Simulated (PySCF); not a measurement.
## Electron correlation in O(2+) (oxygen, charge +2)

[He] 2s2 2p1 3s1, 3s spin antiparallel (an excited configuration). Computed with PySCF 2.14 in x2c-TZVPPall with one added diffuse shell each of s, p, d type (6s4p3d1f, 40 functions), with scalar relativity by spin-free X2C-1e. Frozen: 1s2; 4 electrons correlated.

MP2 pair energies summed by pair of shells (mhartree):

```csv
pair,energy,share (%)
2s-2s,-35.93,49.2
2s-2p,-23.17,31.7
2s-3s,-10.65,14.6
2p-3s,-3.28,4.5
```

Total MP2 correlation energy: -73.02 mhartree.

Same-spin part -7.54 and opposite-spin part -65.48 mhartree; SCS-MP2 scales them by 1/3 and 6/5 to -81.09 mhartree.
